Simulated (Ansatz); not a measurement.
Relaxation of ClH4NOZn (8 atoms, charge 0, multiplicity 1), to a largest force component of 0.03 eV/Å in at most 50 steps.

Method: RKS LDA/def2-SVP (Ansatz 0.2.0).

```xyz
8
Properties=species:S:1:pos:R:3
Zn -1.077 -0.267 -0.590
Cl 0.613 -0.441 2.393
O 0.156 -0.261 -1.821
H 1.045 -0.333 -1.423
N -2.413 -0.281 0.737
H -3.063 -1.078 0.695
H -2.967 0.583 0.807
H -0.722 -0.416 2.200
```

Where does it end, and by what steps?

The run converged. After 14 steps the energy has fallen by 1.886 eV; H8 moved furthest, 1.28 Å. Parted: Cl2–H8 (1.35 → 2.66 Å). Joined: Zn1–Cl2 (3.43 → 2.14 Å), N5–H8 (2.24 → 1.04 Å).

```csv
step,energy less start (eV),largest force component (eV/Å),accepted
0,0.0000,1.421,yes
1,-0.2744,0.685,yes
2,-0.4813,1.346,yes
3,-0.6188,2.057,yes
4,-0.9425,1.770,yes
5,-1.3072,1.587,yes
6,-1.6224,0.859,yes
7,-1.7547,0.725,yes
8,-1.7895,1.143,yes
9,-1.8694,0.270,yes
10,-1.8795,0.499,yes
11,-1.8804,0.240,yes
12,-1.8852,0.085,yes
13,-1.8856,0.038,yes
14,-1.8858,0.015,yes
```

```xyz
8
Properties=species:S:1:pos:R:3
Zn -0.219 -0.338 0.197
Cl 0.682 -0.460 2.140
O -0.129 -0.264 -1.573
H 0.792 -0.288 -1.889
N -2.158 -0.289 0.895
H -2.751 -1.087 0.622
H -2.683 0.575 0.695
H -1.964 -0.342 1.911
```

Whether the end is a true minimum wasn't checked by a vibrational analysis.

The run took 24 s on 2 threads of Arm Neoverse V1, on a shared host, peak memory 0.15 GiB.
